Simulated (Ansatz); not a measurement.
Consider the formal exchange of groups at the Si–Se bond: `C[Si](C)(F)[SeH]` + `N=CI` → `C[Si](C)(F)I` + `N=C[SeH]`.

Gas-phase electronic energies from Ansatz, PBE0-D4/def2-TZVP geometries. CCSD(T)/CBS adds triple-zeta CCSD(T) − MP2 to the extrapolated MP2 energy (def2 sets, frozen cores). DFT in def2-TZVPP. B3LYP here is the variant with VWN-RPA as its local correlation; programs differ in this. def2 core potentials past Kr. For I, Se outer-core shells are correlated without core-valence functions, which leaves a few kJ/mol of doubt a bond. Scalar relativity is left out up to krypton. One conformer a species, not always the lowest.

`C[Si](C)(F)[SeH]`:

Cartesian coordinates in Å:
```
C 0.631 0.480 1.434
Si 0.494 0.001 -0.352
C -1.168 0.396 -1.073
F 1.611 0.802 -1.179
Se 1.069 -2.187 -0.693
H -0.075 -0.092 2.041
H 0.410 1.543 1.564
H 1.637 0.283 1.808
H -1.396 1.459 -0.953
H -1.194 0.150 -2.136
H -1.951 -0.178 -0.572
H -0.068 -2.656 0.112
```

`N=CI`:

```xyz
5

N    -0.512    0.639   -0.616
C     0.109   -0.139    0.133
I    -0.890   -1.675    1.169
H     0.115    1.324   -1.041
H     1.178   -0.150    0.355
```

`C[Si](C)(F)I`:

```xyz
11

C     0.480    0.443    1.466
Si   -0.593    0.182   -0.019
C     0.181   -0.821   -1.367
F    -1.933   -0.556    0.452
I    -1.265    2.358   -0.919
H     1.392    0.977    1.191
H    -0.045    1.028    2.223
H     0.758   -0.521    1.902
H     1.082   -0.330   -1.740
H    -0.512   -0.948   -2.200
H     0.455   -1.810   -0.988
```

`N=C[SeH]`:

Cartesian coordinates in Å:
```
N 0.219 1.152 0.810
C 0.043 0.210 -0.003
Se -0.324 -1.539 0.650
H 0.406 2.028 0.327
H 0.077 0.280 -1.094
H -0.420 -2.131 -0.690
```

```tsv
level	ΔE (kJ/mol)
r2SCAN-D4	-41.5
PBE0-D4	-42.0
B3LYP-D4	-39.2
ωB97X-V	-42.4
```

Question: What does CCSD(T)/CBS give? (Best estimate.)

Answer: Ansatz gave: -39.5 kJ/mol. The listed levels differ from it by -2.0, -2.5, 0.3, -2.9 kJ/mol.

Largest T1 diagnostic among the species: 0.012.
